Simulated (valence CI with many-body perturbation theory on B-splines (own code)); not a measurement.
## Cl10+: calculated level list

Method: valence CI with perturbative core correlation (CI+MBPT): five valence electrons over a frozen Dirac-Fock core [He], a basis of 11 s, 11 p, 10 d, 8 f, 5 g, 2 h functions for each j, with the one-electron correlation potential Σ1, the two-electron term Σ2, the three-electron term Σ3, Breit, model QED; selected CI, second order for the rest, scaled by the run's own slope (own B-spline code, finite nucleus).

No measured levels were compared; by estimate levels of excited configurations hold to 0.05 to 0.15 % of their energy, terms of the ground configuration to about 0.5 %. Among the levels kept, up to 4800 cm⁻¹ of a level comes from second order outside the variational space, and about a tenth of that is noise between levels of different J, which matters for small intervals.

Levels 46 to 90 of 193, with energies above the lowest level, 2s2 2p3 4S°_3/2. "Leading %" is the weight of the configuration and term that name the level; weights of strongly mixed levels are sums over their largest components and can fall short. In the jj column 3d3/2^4 stands for four electrons in 3d with j = 3/2. Lifetimes count E1, E2, E3, M1 and M2 decay at the calculated energies, and are blank where another channel may lead or the interval is too uncertain; long ones can be off by a factor of two.

```csv
No.,Configuration,Term,J,E (cm⁻¹),Leading %,Leading jj,Lifetime
46,2s2 2p2 3d,4F,7/2,2722900,91,2s^2 2p1/2 2p3/2 3d5/2 (71 %),103 ps
47,2s2 2p2 3d,4F,9/2,2728900,96,2s^2 2p3/2^2 3d5/2 (55 %),723 ps
48,2s2 2p2 3d,2P,3/2,2730000,60,2s^2 2p1/2 2p3/2 3d3/2 (64 %),1.75 ps
49,2s2 2p2 3d,4D,1/2,2732000,80,2s^2 2p1/2 2p3/2 3d3/2 (96 %),5.84 ps
50,2s 2p3 3s,4S°,3/2,2733900,84,2s 2p1/2 2p3/2^2 3s (46 %),3.01 ps
51,2s2 2p2 3d,4D,5/2,2734500,73,2s^2 2p1/2 2p3/2 3d3/2 (29 %),3.82 ps
52,2s2 2p2 3d,4D,3/2,2736800,59,2s^2 2p1/2 2p3/2 3d5/2 (61 %),2.58 ps
53,2s2 2p2 3d,4D,7/2,2737800,80,2s^2 2p1/2 2p3/2 3d5/2 (47 %),83.7 ps
54,2s2 2p2 3d,2F,5/2,2743700,88,2s^2 2p1/2 2p3/2 3d5/2 (63 %),2.16 ps
55,2s2 2p2 3d,2P,1/2,2743800,80,2s^2 2p3/2^2 3d5/2 (62 %),1.29 ps
56,2s2 2p2 3p,2P°,1/2,2745100,94,2s^2 2p3/2^2 3p1/2 (75 %),91.5 ps
57,2s2 2p2 3p,2P°,3/2,2745300,92,2s^2 2p3/2^2 3p3/2 (69 %),82.3 ps
58,2s2 2p2 3d,4P,5/2,2751900,85,2s^2 2p1/2 2p3/2 3d5/2 (40 %),411 fs
59,2s2 2p2 3d,2F,7/2,2754900,85,2s^2 2p3/2^2 3d5/2 (65 %),2.37 ps
60,2s2 2p2 3d,4P,3/2,2755300,92,2s^2 2p1/2 2p3/2 3d3/2 (34 %),383 fs
61,2s2 2p2 3d,4P,1/2,2757000,95,2s^2 2p3/2^2 3d3/2 (49 %),369 fs
62,2s2 2p2 3d,2D,3/2,2784700,94,2s^2 2p1/2 2p3/2 3d5/2 (50 %),635 fs
63,2s2 2p2 3d,2D,5/2,2786600,93,2s^2 2p1/2 2p3/2 3d5/2 (35 %),520 fs
64,2s 2p3 3p,6P,3/2,2787700,99,2s 2p1/2 2p3/2^2 3p1/2 (46 %),709 ps
65,2s 2p3 3p,6P,5/2,2788800,99,2s 2p1/2 2p3/2^2 3p1/2 (29 %),346 ps
66,2s 2p3 3p,6P,7/2,2790600,99,2s 2p1/2 2p3/2^2 3p3/2 (55 %),804 ps
67,2s2 2p2 3d,2G,7/2,2803200,91,2s^2 2p1/2 2p3/2 3d3/2 (45 %),7.67 ps
68,2s2 2p2 3d,2G,9/2,2804500,97,2s^2 2p1/2 2p3/2 3d5/2 (56 %),625 ps
69,2s2 2p2 3d,2D,3/2,2814900,96,2s^2 2p1/2 2p3/2 3d3/2 (43 %),466 fs
70,2s2 2p2 3d,2D,5/2,2815600,58,2s^2 2p1/2 2p3/2 3d3/2 (42 %),383 fs
71,2s2 2p2 3d,2F,7/2,2818000,91,2s^2 2p1/2 2p3/2 3d5/2 (52 %),317 fs
72,2s2 2p2 3d,2F,5/2,2822700,56,2s^2 2p3/2^2 3d5/2 (57 %),368 fs
73,2s 2p3 3p,4P,5/2,2828400,98,2s 2p1/2 2p3/2^2 3p3/2 (34 %),2.11 ps
74,2s 2p3 3p,4P,3/2,2829000,98,2s 2p1/2 2p3/2^2 3p3/2 (37 %),2.18 ps
75,2s 2p3 3p,4P,1/2,2829600,97,2s 2p1/2 2p3/2^2 3p3/2 (61 %),2.14 ps
76,2s2 2p2 3d,2P,1/2,2831300,95,2s^2 2p1/2 2p3/2 3d5/2 (39 %),574 fs
77,2s2 2p2 3d,2P,3/2,2835100,95,2s^2 2p3/2^2 3d5/2 (43 %),538 fs
78,2s2 2p2 3d,2S,1/2,2840900,95,2s^2 2p1/2 2p3/2 3d5/2 (30 %),735 fs
79,2s 2p3 3s,4D°,5/2,2858500,96,2s 2p1/2 2p3/2^2 3s (71 %),4.66 ps
80,2s 2p3 3s,4D°,3/2,2858600,96,2s 2p1/2 2p3/2^2 3s (54 %),4.68 ps
81,2s 2p3 3s,4D°,1/2,2858800,97,2s 2p1/2 2p3/2^2 3s (43 %),4.68 ps
82,2s 2p3 3s,4D°,7/2,2859000,98,2s 2p1/2 2p3/2^2 3s (98 %),4.61 ps
83,2s2 2p2 3d,2D,5/2,2885500,93,2s^2 2p3/2^2 3d5/2 (66 %),825 fs
84,2s2 2p2 3d,2D,3/2,2888100,94,2s^2 2p3/2^2 3d3/2 (74 %),682 fs
85,2s 2p3 3s,2D°,5/2,2897200,94,2s 2p1/2 2p3/2^2 3s (87 %),3.44 ps
86,2s 2p3 3s,2D°,3/2,2897400,94,2s 2p1/2 2p3/2^2 3s (54 %),3.46 ps
87,2s 2p3 3d,6D°,1/2,2920900,99,2s 2p1/2 2p3/2^2 3d3/2 (53 %),281 ps
88,2s 2p3 3d,6D°,3/2,2920900,99,2s 2p1/2 2p3/2^2 3d3/2 (47 %),328 ps
89,2s 2p3 3d,6D°,5/2,2920900,99,2s 2p1/2 2p3/2^2 3d3/2 (36 %),446 ps
90,2s 2p3 3d,6D°,7/2,2921000,99,2s 2p1/2 2p3/2^2 3d5/2 (34 %),662 ps
```

Names give the largest LS component (configuration and term), which can be under half, so a name can repeat, a term be missing and a line seem to break the LS rules; names also repeat where a configuration has a term twice.
